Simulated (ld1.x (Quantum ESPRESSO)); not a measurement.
**Which change was made? (S, RRKJ)**

```
Element                 : S (Z = 16)
Generator               : ld1.x (Quantum ESPRESSO) 7.5
Type                    : norm-conserving RRKJ (Kleinman–Bylander form)
Functional              : PW91
Relativity              : non-relativistic
Frozen core             : [Ne]
Valence charge          : 6
Reference configuration : 3s2 3p4
Partial waves           : 3s (bound): rc 1.40 bohr; 3p (bound): rc 1.40 bohr
Local potential         : the p channel
Core correction         : a·sin(br)/r model core inside 1.30 bohr
rho0                    : 0.02
```

Cutoffs, loose and tight: the cutoffs (Ry, on a coarse ladder) from which the occupation-weighted sum of valence levels, in a spherical-Bessel basis at the reference potential, stays within 10 and 1 mRy of its value at 400 Ry. They do not see the model core or the augmentation charge, which bear on the density cutoff. Test errors are all-electron minus pseudo excitation energies from the reference, over the configurations 3s2 3p3; 3s2 3p2; 3s2 3p1; 3s1 3p4; 3s1 3p5; 3s2 3p0; 3s2 3p3.5; variants that change the core or the reference have their own tests.

The base gives: outcome: generated; cutoff, loose: 55 Ry; cutoff, tight: 80 Ry; bound ghosts: none; largest test error (meV): +150.

(1) After one change the result is: outcome: generated; cutoff, loose: 55 Ry; cutoff, tight: 80 Ry; bound ghosts: none; largest test error (meV): +199. Which change was it?
A. local potential all-electron potential smoothed inside 1.05 bohr (lloc = -1)
B. all radii but the core radius scaled by about 1.37 (s 1.92, p 1.92 bohr)
C. core correction none

Results:

(1) C. The others give: all radii but the core radius scaled by about 1.37 (s 1.92, p 1.92 bohr) → outcome: generated; cutoff, loose: 21 Ry; cutoff, tight: 40 Ry; bound ghosts: none; largest test error (meV): +177 | local potential all-electron potential smoothed inside 1.05 bohr (lloc = -1) → outcome: generated; cutoff, loose: 55 Ry; cutoff, tight: 80 Ry; bound ghosts: none; largest test error (meV): +270.
